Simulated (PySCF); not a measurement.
B(F)2(NHMe) (CH₄BF₂N), SMILES CNB(F)F.

Geometry optimised at B3LYP-D3(BJ)/def2-SVP. The values are those of a single conformer.

All values below come from HF/def2-TZVP (PySCF).

Symmetry labels are those of the subgroup Cs that the program uses (full group Cs).

Computed valence orbital energies around the gap with their symmetry:
| orbital | symmetry | energy (eV) |
|---|---|---|
| HOMO−7 | A" | -19.06 |
| HOMO−6 | A' | -17.91 |
| HOMO−5 | A" | -17.60 |
| HOMO−4 | A' | -17.15 |
| HOMO−3 | A' | -16.41 |
| HOMO−2 | A" | -16.41 |
| HOMO−1 | A' | -14.73 |
| HOMO | A" | -11.30 |
| LUMO | A' | 3.16 |
| LUMO+1 | A' | 4.29 |
| LUMO+2 | A" | 4.47 |
| LUMO+3 | A' | 4.53 |
